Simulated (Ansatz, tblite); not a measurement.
Monolayer molecule family: gap (eV) at several levels, gas phase, relaxed structures; Ansatz, xTB through tblite. Core potentials for Au in the def2 sets, no spin–orbit coupling. A dash marks a value that wasn't run or was left out as unsound. The structures are stationary points that may keep the symmetry of their start.

```
                                                 species    state            geometry  GFN1-xTB  GFN2-xTB  PBE-D4/def2-SVP  PBE-D4/def2-TZVP  PBE0-D4/def2-SVP  PBE0-D4/def2-TZVP
                             CC(=O)SC12CC3CC(CC(C3)C1)C2  singlet    PBE0-D4/def2-SVP      4.11      3.58             4.33                 –              6.77                  –
                                       CCCCCCCCCC[S][Au]  singlet     PBE-D4/def2-SVP      2.17      2.78             1.45              1.41              3.37               3.32
O[Si](O)(O)CCC(F)(F)C(F)(F)C(F)(F)C(F)(F)C(F)(F)C(F)(F)F  singlet     PBE-D4/def2-SVP      7.44      7.04             5.93              5.96              8.68               8.63
                                       CCCCCCCCP(=O)(O)O  singlet     PBE-D4/def2-SVP      7.75      9.04             6.54              6.37              9.14               8.82
                              C#CCCCCc1ccc(-c2ccccc2)cc1  singlet     PBE-D4/def2-SVP      3.48      3.51             3.76              3.70              5.46               5.38
                                         CCCCCCCCCC[SeH]  singlet     PBE-D4/def2-SVP      4.86      3.91             4.50              4.46              6.63               6.52
                     CC(=O)SCCCCc1ccc2ccc3cccc4ccc1c2c34  singlet     PBE-D4/def2-SVP      2.24      2.27             2.54              2.52              3.96               3.94
                                         C=CCCCCCCCCCC=C  singlet  r2SCAN-D4/def2-SVP      5.13      5.09             5.51              5.39              7.74               7.55
                                         CCCCCCCCCCB(O)O  singlet     PBE-D4/def2-SVP      7.40      6.67             6.77              6.28              9.12               8.46
                                   CCCCCCCCCCCCCCSC(C)=O  singlet     PBE-D4/def2-SVP      4.01      3.47             4.46              4.38              6.71               6.62
```

Over the 9 species that have every level, the mean is 4.94 at GFN1-xTB, 4.86 at GFN2-xTB, 4.60 at PBE-D4/def2-SVP, 4.50 at PBE-D4/def2-TZVP, 6.76 at PBE0-D4/def2-SVP, 6.58 at PBE0-D4/def2-TZVP. Orbital gaps grow with the share of exact exchange and aren't one observable across functionals.
